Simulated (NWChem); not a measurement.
System: C4H7Cl; SMILES CC(C)=CCl

Input file for NWChem:

```
start job
memory heap 200 mb stack 900 mb global 1100 mb
geometry units angstroms noautoz
  C     -0.749564    -2.158410     0.000000
  C     -0.028807    -0.842727     0.000000
  C      1.465393    -0.895080     0.000000
  C     -0.737737     0.293490     0.000000
  Cl    -0.052929     1.883978     0.000000
  H     -1.841772    -2.035358     0.000000
  H     -0.471326    -2.755744     0.884762
  H     -0.471326    -2.755744    -0.884762
  H      1.910997     0.107596     0.000000
  H      1.832366    -1.442307    -0.884537
  H      1.832366    -1.442307     0.884537
  H     -1.829935     0.304076     0.000000
end
basis spherical
  * library 6-31+g*
end
dft
  xc xpbe96 cpbe96
  iterations 150
end
tddft
  cis
  nroots 6
  notriplet
end
task tddft energy
```

Output (shortened):

```
             Northwest Computational Chemistry Package (NWChem) 7.3.0
             --------------------------------------------------------

 CS  symmetry detected

                             Geometry "geometry" -> ""
                             -------------------------

 Output coordinates in angstroms (scale by  1.889725989 to convert to a.u.)

  No.       Tag          Charge          X              Y              Z
 ---- ---------------- ---------- -------------- -------------- --------------
    1 C                    6.0000    -0.76024738    -2.16109289     0.00000000
    2 C                    6.0000    -0.02993917    -0.85068748     0.00000000
    3 C                    6.0000     1.46384048    -0.91390790     0.00000000
    4 C                    6.0000    -0.73058557     0.29065622     0.00000000
    5 Cl                  17.0000    -0.03422648     1.87612085     0.00000000
    6 H                    1.0000    -1.85153140    -2.03009942     0.00000000
    7 H                    1.0000    -0.48636175    -2.76043498     0.88476200
    8 H                    1.0000    -0.48636175    -2.76043498    -0.88476200
    9 H                    1.0000     1.91672616     0.08550025     0.00000000
   10 H                    1.0000     1.82682325    -1.46378979    -0.88453700
   11 H                    1.0000     1.82682325    -1.46378979     0.88453700
   12 H                    1.0000    -1.82267768     0.30918659     0.00000000

 Effective nuclear repulsion energy (a.u.)     210.7687228524

      Symmetry information
      --------------------

 Group name             Cs
 Group number              2
 Group order               2
 No. of unique centers    10

  pbe96 is a nonlocal functional; adding pw91lda local functional.

                                 NWChem DFT Module
                                 -----------------

 Summary of "ao basis" -> "ao basis" (spherical)
 ------------------------------------------------------------------------------
       Tag                 Description            Shells   Functions and Types
 ---------------- ------------------------------  ------  ---------------------
 C                          6-31+g*                  8       18   4s3p1d
 Cl                         6-31+g*                 10       22   5s4p1d
 H                          6-31+g*                  2        2   2s

      Symmetry analysis of basis
      --------------------------

        a'         78
        a"         30

            General Information
            -------------------
          SCF calculation type: DFT
          Wavefunction type:  closed shell.
          No. of atoms     :    12
          No. of electrons :    48
           Alpha electrons :    24
            Beta electrons :    24
          Charge           :     0
          Spin multiplicity:     1
          Use of symmetry is: off; symmetry adaption is: on
          Maximum number of iterations: 150
          AO basis - number of functions:   108
                     number of shells:    56
          Convergence on energy requested:  1.00D-06
          Convergence on density requested:  1.00D-05
          Convergence on gradient requested:  5.00D-04

              XC Information
              --------------
          PerdewBurkeErnzerhof Exchange Functional  1.000
            Perdew 1991 LDA Correlation Functional  1.000 local
           PerdewBurkeErnz. Correlation Functional  1.000 non-local

             Grid Information
             ----------------
          Grid used for XC integration:  medium
          Radial quadrature: Mura-Knowles
          Angular quadrature: Lebedev.
          Tag              B.-S. Rad. Rad. Pts. Rad. Cut. Ang. Pts.
          ---              ---------- --------- --------- ---------
          C                   0.70       49          14.0       434
          Cl                  1.00       88          14.0       590
          H                   0.35       45          13.0       434
          Grid pruning is: on
          Number of quadrature shells:   599
          Spatial weights used:  Erf1

      Superposition of Atomic Density Guess
      -------------------------------------

 Sum of atomic energies:        -613.59283840

      Non-variational initial energy
      ------------------------------

 Total energy =    -616.557681
 1-e energy   =   -1258.531674
 2-e energy   =     431.205270
 HOMO         =      -0.259573
 LUMO         =       0.029158

      Symmetry analysis of molecular orbitals - initial
      -------------------------------------------------

  Numbering of irreducible representations:

     1 a'          2 a"

  Orbital symmetries:

     1 a'          2 a'          3 a'          4 a'          5 a'
     6 a'          7 a'          8 a'          9 a"         10 a'
    11 a'         12 a'         13 a'         14 a'         15 a'
    16 a'         17 a"         18 a"         19 a"         20 a'
    21 a'         22 a'         23 a'         24 a"         25 a"
    26 a'         27 a'         28 a'         29 a'         30 a'
    31 a"         32 a'         33 a'         34 a"

 !! scf_movecs_sym_adapt:   35 vectors were symmetry contaminated

  Symmetry fudging

 !! scf_movecs_sym_adapt:    1 vectors were symmetry contaminated

   convergence    iter        energy       DeltaE   RMS-Dens  Diis-err
 ---------------- ----- ----------------- --------- --------- ---------
 d= 0,ls=0.0,diis     1   -616.3461861241 -8.27D+02  2.05D-02  5.21D-01

 !! scf_movecs_sym_adapt:   40 vectors were symmetry contaminated

  Symmetry fudging

 !! scf_movecs_sym_adapt:    2 vectors were symmetry contaminated

 d= 0,ls=0.0,diis     2   -616.3450652172  1.12D-03  1.57D-02  3.99D-01

 !! scf_movecs_sym_adapt:   22 vectors were symmetry contaminated

  Symmetry fudging
 d= 0,ls=0.0,diis     3   -616.3584108928 -1.33D-02  6.89D-03  2.81D-01

 !! scf_movecs_sym_adapt:   15 vectors were symmetry contaminated

  Symmetry fudging
 d= 0,ls=0.0,diis     4   -616.3939998065 -3.56D-02  2.97D-03  2.38D-02

 !! scf_movecs_sym_adapt:    3 vectors were symmetry contaminated

  Symmetry fudging
 d= 0,ls=0.0,diis     5   -616.3975073069 -3.51D-03  6.61D-04  9.64D-04
  Resetting Diis
 d= 0,ls=0.0,diis     6   -616.3976370187 -1.30D-04  2.43D-04  2.60D-05
 d= 0,ls=0.0,diis     7   -616.3976407153 -3.70D-06  4.97D-05  7.11D-07
 d= 0,ls=0.0,diis     8   -616.3976406370  7.83D-08  1.70D-05  1.29D-06
 d= 0,ls=0.0,diis     9   -616.3976407965 -1.60D-07  9.38D-06  1.20D-07

         Total DFT energy =     -616.397640796549
      One electron energy =    -1263.016854798667
           Coulomb energy =      487.972774944271
    Exchange-Corr. energy =      -52.122283794511
 Nuclear repulsion energy =      210.768722852357

 Numeric. integr. density =       47.999987667286

                  Occupations of the irreducible representations
                  ----------------------------------------------

                     irrep           alpha         beta
                     --------     --------     --------
                     a'               19.0         19.0
                     a"                5.0          5.0

                       DFT Final Molecular Orbital Analysis
                       ------------------------------------

 Vector   22  Occ=2.000000D+00  E=-3.141641D-01  Symmetry=a"
              MO Center= -1.2D-01,  1.2D+00,  3.6D-11, r^2= 2.5D+00
   Bfn.  Coefficient  Atom+Function         Bfn.  Coefficient  Atom+Function
  ----- ------------  ---------------      ----- ------------  ---------------
    81      0.598742   5 Cl pz               85      0.275784   5 Cl pz
    59      0.261047   4 C  pz               77     -0.234942   5 Cl pz
    63      0.171332   4 C  pz               41     -0.101009   3 C  pz
    23      0.087007   2 C  pz              104      0.068894  10 H  s
   106     -0.068894  11 H  s                 5     -0.066382   1 C  pz

 Vector   23  Occ=2.000000D+00  E=-2.682343D-01  Symmetry=a'
              MO Center= -1.1D-01,  1.6D+00, -3.1D-10, r^2= 2.0D+00
   Bfn.  Coefficient  Atom+Function         Bfn.  Coefficient  Atom+Function
  ----- ------------  ---------------      ----- ------------  ---------------
    79      0.658387   5 Cl px               83      0.322719   5 Cl px
    75     -0.255626   5 Cl px               80     -0.248594   5 Cl py
    24     -0.175243   2 C  s               108      0.153476  12 H  s
    84     -0.133373   5 Cl py               57     -0.126267   4 C  px
   107      0.119149  12 H  s                64      0.101650   4 C  s

[...]

                                NWChem TDDFT Module
                                -------------------

            General Information
            -------------------
           No. of orbitals :     216
            Alpha orbitals :     108
             Beta orbitals :     108
        Alpha frozen cores :       0
         Beta frozen cores :       0
     Alpha frozen virtuals :       0
      Beta frozen virtuals :       0
         Spin multiplicity :       1
    Number of AO functions :     108
        Use of symmetry is : off
      Symmetry adaption is : on
         Schwarz screening :  0.10D-07

              XC Information
              --------------
   PerdewBurkeErnzerhof Exchange Functional   1.00
     Perdew 1991 LDA Correlation Functional   1.00 local
    PerdewBurkeErnz. Correlation Functional   1.00 non-local

             TDDFT Information
             -----------------
          Calculation type : Tamm-Dancoff TDDFT
         Wavefunction type : Restricted singlets
          No. of electrons :      48
           Alpha electrons :      24
            Beta electrons :      24
              No. of roots :       6
          Max subspacesize :    5200
            Max iterations :     100
               Target root :       1
           Target symmetry : none
      Symmetry restriction : off
                 Algorithm : Optimal
        Davidson threshold :  0.10D-03

    6 smallest eigenvalue differences (eV)
--------------------------------------------------------
  No. Spin  Occ  Vir  Irrep   E(Occ)    E(Vir)   E(Diff)
--------------------------------------------------------
    1    1   24   25 a'       -0.210    -0.029     4.922
    2    1   24   26 a"       -0.210    -0.008     5.489
    3    1   24   27 a"       -0.210    -0.002     5.668
    4    1   24   28 a"       -0.210     0.018     6.194
    5    1   24   29 a"       -0.210     0.027     6.447
    6    1   23   25 a"       -0.268    -0.029     6.512
--------------------------------------------------------

  Entering Davidson iterations
  Restricted singlet excited states

  Iter   NTrls   NConv    DeltaV     DeltaE      Time
  ----  ------  ------  ---------  ---------  ---------
    1      6       0     0.23E+00   0.10+100        5.5
    2     12       0     0.10E+00   0.35E-01        5.6
    3     18       1     0.25E-01   0.12E-01        5.6
    4     23       5     0.40E-02   0.46E-03        5.0
    5     24       5     0.35E-01   0.16E-02        3.1
    6     25       5     0.95E-02   0.22E-02        3.2
    7     26       5     0.33E-02   0.14E-03        3.1
    8     27       5     0.10E-03   0.17E-04        3.2
    9     28       6     0.75E-04   0.17E-07        3.1
  ----  ------  ------  ---------  ---------  ---------
  Convergence criterion met

  Ground state a'       -616.397640796549 a.u.

  ----------------------------------------------------------------------------
  Root   1 singlet a"             0.202802565 a.u.                5.5185 eV
  ----------------------------------------------------------------------------
     Transition Moments    X -0.00000   Y  0.00000   Z  0.12076
     Dipole Oscillator Strength                    0.0019715459
     Electric Quadrupole                           0.0000000786
     Magnetic Dipole                               0.0000001039
     Total Oscillator Strength                     0.0019717284

     Occ.   24  a"  ---  Virt.   26  a'      -0.96810
     Occ.   24  a"  ---  Virt.   27  a'      -0.24713
  ----------------------------------------------------------------------------
  Root   2 singlet a"             0.212501370 a.u.                5.7825 eV
  ----------------------------------------------------------------------------
     Transition Moments    X -0.00000   Y  0.00000   Z  0.10020
     Dipole Oscillator Strength                    0.0014224672
     Electric Quadrupole                           0.0000001094
     Magnetic Dipole                               0.0000001716
     Total Oscillator Strength                     0.0014227481

     Occ.   24  a"  ---  Virt.   26  a'       0.23944
     Occ.   24  a"  ---  Virt.   27  a'      -0.95939
     Occ.   24  a"  ---  Virt.   29  a'      -0.11855
  ----------------------------------------------------------------------------
  Root   3 singlet a"             0.227493763 a.u.                6.1904 eV
  ----------------------------------------------------------------------------
     Transition Moments    X -0.00001   Y  0.00001   Z  0.19487
     Dipole Oscillator Strength                    0.0057594351
     Electric Quadrupole                           0.0000001095
     Magnetic Dipole                               0.0000001099
     Total Oscillator Strength                     0.0057596544

     Occ.   24  a"  ---  Virt.   28  a'       0.99922
  ----------------------------------------------------------------------------
  Root   4 singlet a"             0.238857999 a.u.                6.4997 eV
  ----------------------------------------------------------------------------
     Transition Moments    X -0.00000   Y  0.00000   Z  0.00572
     Dipole Oscillator Strength                    0.0000052060
     Electric Quadrupole                           0.0000000370
     Magnetic Dipole                               0.0000001125
     Total Oscillator Strength                     0.0000053554

     Occ.   23  a'  ---  Virt.   25  a"       0.06416
     Occ.   24  a"  ---  Virt.   26  a'       0.05234
     Occ.   24  a"  ---  Virt.   27  a'      -0.09782
     Occ.   24  a"  ---  Virt.   29  a'       0.98319
     Occ.   24  a"  ---  Virt.   31  a'      -0.07020
     Occ.   24  a"  ---  Virt.   32  a'      -0.08253
  ----------------------------------------------------------------------------
  Root   5 singlet a"             0.241031734 a.u.                6.5588 eV
  ----------------------------------------------------------------------------
     Transition Moments    X -0.00001   Y  0.00001   Z -0.00672
     Dipole Oscillator Strength                    0.0000072581
     Electric Quadrupole                           0.0000000135
     Magnetic Dipole                               0.0000007882
     Total Oscillator Strength                     0.0000080598

     Occ.   23  a'  ---  Virt.   25  a"      -0.99586
     Occ.   24  a"  ---  Virt.   29  a'       0.06656
  ----------------------------------------------------------------------------
  Root   6 singlet a"             0.251712934 a.u.                6.8495 eV
  ----------------------------------------------------------------------------
     Transition Moments    X  0.00051   Y -0.00053   Z  0.02069
     Dipole Oscillator Strength                    0.0000718968
     Electric Quadrupole                           0.0000000106
     Magnetic Dipole                               0.0000001822
     Total Oscillator Strength                     0.0000720895

     Occ.   24  a"  ---  Virt.   31  a'      -0.97206
     Occ.   24  a"  ---  Virt.   32  a'       0.22067

              Target root =      1
          Target symmetry = none
      Ground state energy =   -616.397640796549
        Excitation energy =      0.202802565408
     Excited state energy =   -616.194838231142

  stored tddft:energy   -616.19483823114194
```

Level: PBE/6-31+G* (spherical d), TDA. Geometry: optimised at PBE0/def2-SVP. Not confirmed as a minimum by frequencies.
